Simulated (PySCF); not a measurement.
PySCF 2.14 output of an unrestricted MN15 calculation on a single atom or ion in aug-cc-pVDZ-PP with ECP60MDF, with scalar relativity through the core potential:

```
SCF conv_tol = 1e-09
number electrons alpha = 6  beta = 5
    H. S. Yu, X. He, S. L. Li, and D. G. Truhlar.,  Chem. Sci. 7, 5032-5051 (2016)
    H. S. Yu, X. He, S. L. Li, and D. G. Truhlar.,  Chem. Sci. 7, 5032-5051 (2016)
cycle= 1 E= -48.1431906583284  delta_E= -0.00732  |g|= 0.0169  |ddm|= 0.79
cycle= 2 E= -48.1440283941846  delta_E= -0.000838  |g|= 0.00715  |ddm|= 0.163
cycle= 3 E= -48.1444450352274  delta_E= -0.000417  |g|= 0.00532  |ddm|= 0.0569
cycle= 4 E= -48.1447989236469  delta_E= -0.000354  |g|= 0.00408  |ddm|= 0.0542
cycle= 5 E= -48.1452913519597  delta_E= -0.000492  |g|= 0.00227  |ddm|= 0.102
cycle= 6 E= -48.1454186507126  delta_E= -0.000127  |g|= 0.000368  |ddm|= 0.0718
cycle= 7 E= -48.1454191821363  delta_E= -5.31e-07  |g|= 0.000189  |ddm|= 0.00309
cycle= 8 E= -48.1454194266035  delta_E= -2.44e-07  |g|= 1.41e-05  |ddm|= 0.00309
cycle= 9 E= -48.1454194288025  delta_E= -2.2e-09  |g|= 4.73e-06  |ddm|= 0.000365
cycle= 10 E= -48.1454194289036  delta_E= -1.01e-10  |g|= 1.87e-06  |ddm|= 0.000106
converged SCF energy = -48.1454194289036  <S^2> = 0.92013045  2S+1 = 2.1634514
```

The run itself started from symmetry-adapted Hartree-Fock orbitals and held the occupation by maximum overlap, on a logarithmic radial grid, so the iterations belong to that start.

Problem. Which element, charge and spin multiplicity is this?

Solution. Hf+ (hafnium, charge +1), multiplicity 2; the state was [Xe] 4f14 5d1 6s2, 2D determinant.

Energies and moments cover only the electrons outside the core potential. Spin-orbit coupling, absent here, splits the open shell strongly. ⟨S²⟩ = 0.92 against 0.75 shows spin contamination.
